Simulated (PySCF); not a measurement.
Molfile (atoms numbered from 1):
```
C4H12Si
     RDKit          3D

 17 16  0  0  0  0  0  0  0  0999 V2000
   -0.4066   -1.2134   -1.4194 C   0  0  0  0  0  0  0  0  0  0  0  0
   -0.0012   -0.0007   -0.0018 Si  0  0  0  0  0  4  0  0  0  0  0  0
    0.0081    1.7855   -0.6754 C   0  0  0  0  0  0  0  0  0  0  0  0
   -1.3198   -0.1549    1.3703 C   0  0  0  0  0  0  0  0  0  0  0  0
    1.7161   -0.4155    0.7216 C   0  0  0  0  0  0  0  0  0  0  0  0
   -1.3797   -1.0036   -1.8532 H   0  0  0  0  0  0  0  0  0  0  0  0
   -0.4187   -2.2416   -1.0702 H   0  0  0  0  0  0  0  0  0  0  0  0
    0.3270   -1.1480   -2.2173 H   0  0  0  0  0  0  0  0  0  0  0  0
    0.2425    2.5019    0.1064 H   0  0  0  0  0  0  0  0  0  0  0  0
   -0.9581    2.0579   -1.0892 H   0  0  0  0  0  0  0  0  0  0  0  0
    0.7465    1.9077   -1.4621 H   0  0  0  0  0  0  0  0  0  0  0  0
   -2.3121    0.0753    0.9941 H   0  0  0  0  0  0  0  0  0  0  0  0
   -1.3509   -1.1605    1.7791 H   0  0  0  0  0  0  0  0  0  0  0  0
   -1.1170    0.5258    2.1917 H   0  0  0  0  0  0  0  0  0  0  0  0
    1.7463   -1.4264    1.1171 H   0  0  0  0  0  0  0  0  0  0  0  0
    2.4931   -0.3368   -0.0328 H   0  0  0  0  0  0  0  0  0  0  0  0
    1.9775    0.2592    1.5312 H   0  0  0  0  0  0  0  0  0  0  0  0
  1  2  1  0
  2  3  1  0
  2  4  1  0
  2  5  1  0
  1  6  1  0
  1  7  1  0
  1  8  1  0
  3  9  1  0
  3 10  1  0
  3 11  1  0
  4 12  1  0
  4 13  1  0
  4 14  1  0
  5 15  1  0
  5 16  1  0
  5 17  1  0
M  END
```

Geometry: GFN2-xTB; GIAO absolute shieldings from PySCF, gas phase, non-relativistic, averaged over equivalent atoms.

At HCTH407/ANO-RCC-VDZP (134 basis functions, 43 s wall time on 1 thread of an Intel Xeon, shared host):
| atoms | σ (ppm) |
| --- | --- |
| C1/C3/C4/C5 | 186.3 |
| Si2 | 385.1 |
| H6/H7/H8/H9/H10/H11/H12/H13/H14/H15/H16/H17 | 31.72 |

**Question.** What do these become at PBE/pcseg-1?

**Answer.** 
```csv
atoms,σ at PBE/pcseg-1,change
C1/C3/C4/C5,192.7,+6.4
Si2,327.0,-58.1
H6/H7/H8/H9/H10/H11/H12/H13/H14/H15/H16/H17,31.77,+0.05
```

The largest change is at Si2 (silicon bonded to 4 C). Cost: 134 basis functions, 12 s wall time on 1 thread of an Intel Xeon, shared host.
